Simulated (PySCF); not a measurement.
# Xe⁴³⁺ (xenon, charge +43) across methods

[Ne] 3s1, 2S determinant. All numbers are calculated (PySCF 2.14, the non-relativistic Hamiltonian (point nucleus), in an even-tempered Gaussian basis (16 s from 8.4 bohr⁻², ratio 2.5; 10 p from 11 bohr⁻², ratio 2.5; 4 d from 40 bohr⁻², ratio 2.7; 4 f from 60 bohr⁻², ratio 2.7)).

```
method  E (hartree)  mean ε 2p α (eV)  mean ε 2p β (eV)  mean ε 3s α (eV)  Σ⟨r²⟩ (bohr²)   ⟨S²⟩
  PW91     -5492.04           -7412.7           -7409.8           -3178.5         0.1998  0.750
   PBE     -5491.54           -7411.5           -7408.6           -3177.8         0.1998  0.750
revPBE     -5491.95           -7411.5           -7408.8           -3177.6         0.1998  0.750
  PBE0     -5491.73           -7440.8           -7437.7           -3185.6         0.1998  0.750
   LDA     -5486.01           -7408.0           -7405.2           -3176.6         0.1999  0.750
   UHF  -5491.82410           -7526.9           -7522.9           -3208.4         0.1999  0.750
```

Task: Estimate the same row for r2SCAN.

Result: E (hartree) = -5492.18; mean ε 2p α (eV) = -7425.4; mean ε 2p β (eV) = -7422.7; mean ε 3s α (eV) = -3178.4; Σ⟨r²⟩ (bohr²) = 0.1999; ⟨S²⟩ = 0.750.

A non-relativistic calculation at this Z misses sizeable relativistic shifts.
